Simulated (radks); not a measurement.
Problem. These are the eigenvalues of the occupied orbitals of an atom or ion with whole-number occupations (eV). Calculated with a radial shooting solver on a logarithmic mesh with Libxc functionals: scalar-relativistic Kohn-Sham, r2SCAN, spin-unpolarised, spherical densities, finite nucleus; meta-GGA in the generalised Kohn-Sham scheme; Fermi nuclear charge, rms radius of each element as measured or else 0.836 A^(1/3) + 0.57 fm.

| orbital | eigenvalue |
|---|---|
| 1s | -69602.15 |
| 2s | -12071.86 |
| 2p | -10560.49 |
| 3s | -2820.304 |
| 3p | -2370.584 |
| 3d | -1852.257 |
| 4s | -618.5853 |
| 4p | -470.4282 |
| 4d | -281.6115 |
| 5s | -119.5719 |
| 5p | -82.4427 |
| 4f | -72.6959 |
| 5d | -38.9139 |
| 7d | -8.9279 |

Which element is it, and in what charge state? The configuration may be excited.

Solution. Z = 74, tungsten, charge +3: W3+ in [Xe] 4f14 5d2 7d1. The list shows which subshells hold electrons but not how many an open one holds; the 1s level, -2557.8 hartree, gives Z - s = 71.5 by -(Z - s)^2/2, which with screening and relativity narrows Z to a few neighbours, and the depths of the outer levels then fix element, charge and occupations together.
